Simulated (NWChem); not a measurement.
Program: NWChem. System: NS, charge 0, spin multiplicity 2, displaced from the optimised geometry. The structure started from a generated list of species. Its SCF solution wasn't tested for a lower state. Level: UPBE0/def2-SVP.

NWChem printed:

```
             Northwest Computational Chemistry Package (NWChem) 7.3.0
             --------------------------------------------------------

                                NWChem Input Module
                                -------------------

 Scaling coordinates for geometry "geometry" by  1.889725989
 (inverse scale =  0.529177249)

                             Geometry "geometry" -> ""
                             -------------------------

 Output coordinates in angstroms (scale by  1.889725989 to convert to a.u.)

  No.       Tag          Charge          X              Y              Z
 ---- ---------------- ---------- -------------- -------------- --------------
    1 N                    7.0000     0.00000000     0.00000000     1.08109900
    2 S                   16.0000     0.00000000     0.00000000    -0.47298100

 Effective nuclear repulsion energy (a.u.)      38.1369375373

            Nuclear Dipole moment (a.u.)
            ----------------------------
        X                 Y               Z
 ---------------- ---------------- ----------------
     0.0000000000     0.0000000000    -0.0000056692


 Summary of "ao basis" -> "" (spherical)
 ------------------------------------------------------------------------------
       Tag                 Description            Shells   Functions and Types
 ---------------- ------------------------------  ------  ---------------------
 *                          def2-svp                  on all atoms

                                 NWChem DFT Module
                                 -----------------

 Summary of "ao basis" -> "ao basis" (spherical)
 ------------------------------------------------------------------------------
       Tag                 Description            Shells   Functions and Types
 ---------------- ------------------------------  ------  ---------------------
 N                          def2-svp                 6       14   3s2p1d
 S                          def2-svp                 8       18   4s3p1d

 Summary of "ao basis" -> "ao basis" (spherical)
 ------------------------------------------------------------------------------
       Tag                 Description            Shells   Functions and Types
 ---------------- ------------------------------  ------  ---------------------
 N                          def2-svp                 6       14   3s2p1d
 S                          def2-svp                 8       18   4s3p1d

            General Information
            -------------------
          SCF calculation type: DFT
          Wavefunction type:  spin polarized.
          No. of atoms     :     2
          No. of electrons :    23
           Alpha electrons :    12
            Beta electrons :    11
          Charge           :     0
          Spin multiplicity:     2
          Use of symmetry is: off; symmetry adaption is: off
          Maximum number of iterations: 100
          AO basis - number of functions:    32
                     number of shells:    14
          Convergence on energy requested:  1.00D-06
          Convergence on density requested:  1.00D-05
          Convergence on gradient requested:  5.00D-04

              XC Information
              --------------
                         PBE0 Method XC Functional
                     Hartree-Fock (Exact) Exchange  0.250
          PerdewBurkeErnzerhof Exchange Functional  0.750
            Perdew 1991 LDA Correlation Functional  1.000 local
           PerdewBurkeErnz. Correlation Functional  1.000 non-local

             Grid Information
             ----------------
          Grid used for XC integration:  medium
          Radial quadrature: Mura-Knowles
          Angular quadrature: Lebedev.
          Tag              B.-S. Rad. Rad. Pts. Rad. Cut. Ang. Pts.
          ---              ---------- --------- --------- ---------
          N                   0.65       49           6.0       434
          S                   1.00       88           6.0       590
          Grid pruning is: on
          Number of quadrature shells:   137
          Spatial weights used:  Erf1

          Convergence Information
          -----------------------
          Convergence aids based upon iterative change in
[...]
              MO Center= -5.8D-10,  7.9D-10,  3.5D-01, r^2= 1.8D+00
   Bfn.  Coefficient  Atom+Function         Bfn.  Coefficient  Atom+Function
  ----- ------------  ---------------      ----- ------------  ---------------
    26      0.445429  2 S  py                 5      0.420167  1 N  py
     8     -0.406882  1 N  py                25     -0.295247  2 S  px
     4     -0.278502  1 N  px                 7      0.269696  1 N  px
    23      0.259892  2 S  py                22     -0.172266  2 S  px
    20      0.143627  2 S  py                19     -0.095201  2 S  px

 Vector   13  Occ=0.000000D+00  E=-8.016917D-02
              MO Center= -6.0D-10,  2.1D-10,  3.9D-01, r^2= 1.8D+00
   Bfn.  Coefficient  Atom+Function         Bfn.  Coefficient  Atom+Function
  ----- ------------  ---------------      ----- ------------  ---------------
    25      0.441721  2 S  px                 7     -0.426624  1 N  px
     4      0.417058  1 N  px                26      0.292789  2 S  py
     8     -0.282782  1 N  py                 5      0.276442  1 N  py
    22      0.245226  2 S  px                23      0.162545  2 S  py
    19      0.136533  2 S  px                20      0.090499  2 S  py

 Vector   14  Occ=0.000000D+00  E= 8.725273D-02
              MO Center= -1.9D-10,  1.2D-10, -2.8D-01, r^2= 2.0D+00
   Bfn.  Coefficient  Atom+Function         Bfn.  Coefficient  Atom+Function
  ----- ------------  ---------------      ----- ------------  ---------------
    27      1.325805  2 S  pz                18      1.104879  2 S  s
     3     -1.015649  1 N  s                  9      0.768563  1 N  pz
     6     -0.377183  1 N  pz                 2     -0.263427  1 N  s
    30     -0.224696  2 S  d  0              24      0.196286  2 S  pz
    21      0.132401  2 S  pz                16     -0.114481  2 S  s

   alpha - beta orbital overlaps
   -----------------------------

   alpha      1      2      3      4      5      6      7      8      9     10
    beta      1      2      3      4      5      6      7      8     11     10
 overlap   1.000  1.000  1.000  1.000  1.000  1.000  0.998  0.998  0.978  0.999

   alpha     11     12     13     14     15     16     17     18     19     20
    beta      9     13     12     14     15     19     18     16     17     20
 overlap   0.996  0.978  0.996  1.000  1.000  0.969  1.000  0.998  0.992  0.943

   alpha     21     22     23     24     25     26     27     28     29     30
    beta     21     23     22     25     24     26     27     29     28     31
 overlap   0.940  0.964  0.996  0.991  0.998  1.000  0.999  1.000  0.999  1.000

   alpha     31     32
    beta     30     32
 overlap   1.000  0.999

     --------------------------
     Expectation value of S2:
     --------------------------
      <S2> =      0.7615 (Exact =     0.7500)

 center of mass
 --------------
 x =   0.00000000 y =   0.00000000 z =   0.00067916

 moments of inertia (a.u.)
 ------------------
          83.987638234550           0.000000000000           0.000000000000
           0.000000000000          83.987638234550           0.000000000000
           0.000000000000           0.000000000000           0.000000000000

     Multipole analysis of the density
     ---------------------------------

     L   x y z        total         alpha         beta         nuclear
     -   - - -        -----         -----         ----         -------
     0   0 0 0     -0.000000    -12.000000    -11.000000     23.000000

     1   1 0 0      0.000000      0.000000      0.000000      0.000000
     1   0 1 0     -0.000000     -0.000000     -0.000000      0.000000
     1   0 0 1     -0.663540     -0.846611      0.183077     -0.000006

     2   2 0 0    -13.405209     -7.406185     -5.999025      0.000000
     2   1 1 0     -0.622543     -0.633528      0.010985      0.000000
     2   1 0 1     -0.000000     -0.000000     -0.000000      0.000000
     2   0 2 0    -12.878645     -6.870329     -6.008316      0.000000
     2   0 1 1      0.000000      0.000000      0.000000      0.000000
     2   0 0 2    -14.264336    -30.300915    -25.962000     41.998579

            General Information
            -------------------
          SCF calculation type: DFT
          Wavefunction type:  spin polarized.
          No. of atoms     :     2
          No. of electrons :    23
           Alpha electrons :    12
            Beta electrons :    11
          Charge           :     0
          Spin multiplicity:     2
          Use of symmetry is: off; symmetry adaption is: off
          Maximum number of iterations: 100
          AO basis - number of functions:    32
                     number of shells:    14
          Convergence on energy requested:  1.00D-06
          Convergence on density requested:  1.00D-05
          Convergence on gradient requested:  5.00D-04

              XC Information
              --------------
                         PBE0 Method XC Functional
                     Hartree-Fock (Exact) Exchange  0.250
          PerdewBurkeErnzerhof Exchange Functional  0.750
            Perdew 1991 LDA Correlation Functional  1.000 local
           PerdewBurkeErnz. Correlation Functional  1.000 non-local

             Grid Information
             ----------------
          Grid used for XC integration:  medium
          Radial quadrature: Mura-Knowles
          Angular quadrature: Lebedev.
          Tag              B.-S. Rad. Rad. Pts. Rad. Cut. Ang. Pts.
          ---              ---------- --------- --------- ---------
          N                   0.65       49           6.0       434
          S                   1.00       88           6.0       590
          Grid pruning is: on
          Number of quadrature shells:   137
          Spatial weights used:  Erf1

          Convergence Information
          -----------------------
          Convergence aids based upon iterative change in
          total energy or number of iterations.
          Levelshifting, if invoked, occurs when the
          HOMO/LUMO gap drops below (HL_TOL):  1.00D-02
          DIIS, if invoked, will attempt to extrapolate
          using up to (NFOCK): 10 stored Fock matrices.

                    Damping( 0%)  Levelshifting(0.5)       DIIS
                  --------------- ------------------- ---------------
          dE  on:    start            ASAP                start
          dE off:    2 iters        100 iters           100 iters

      Screening Tolerance Information
      -------------------------------
          Density screening/tol_rho:  1.00D-10
          AO Gaussian exp screening on grid/accAOfunc:  14
          CD Gaussian exp screening on grid/accCDfunc:  20
          XC Gaussian exp screening on grid/accXCfunc:  20
          Schwarz screening/accCoul:  1.00D-08

                            NWChem DFT Gradient Module
                            --------------------------

  charge          =   0.00
  wavefunction    = open shell

                         DFT ENERGY GRADIENTS

    atom               coordinates                        gradient
                 x          y          z           x          y          z
   1 N       0.000000   0.000000   2.042981   -0.000000   0.000000   0.051722
   2 S       0.000000   0.000000  -0.893804    0.000000  -0.000000  -0.051722

                 ----------------------------------------
                 |  Time  |  1-e(secs)   |  2-e(secs)   |
                 ----------------------------------------
                 |  CPU   |       0.00   |       0.51   |
                 ----------------------------------------
                 |  WALL  |       0.00   |       0.51   |
                 ----------------------------------------

 Task  times  cpu:        2.3s     wall:        2.3s

 Total times  cpu:        2.4s     wall:        2.4s
```

Q: Write an NWChem input that would produce this output.

A: Several could match; the one computed here: 
```
start mol
memory heap 200 mb stack 900 mb global 1100 mb
geometry units angstroms nocenter noautoz noautosym
  N      0.000000     0.000000     1.081099
  S      0.000000     0.000000    -0.472981
end
basis spherical
  * library def2-svp
end
dft
  xc pbe0
  odft
  mult 2
  semidirect memsize 60000000 filesize 0
  iterations 100
end
task dft gradient
```
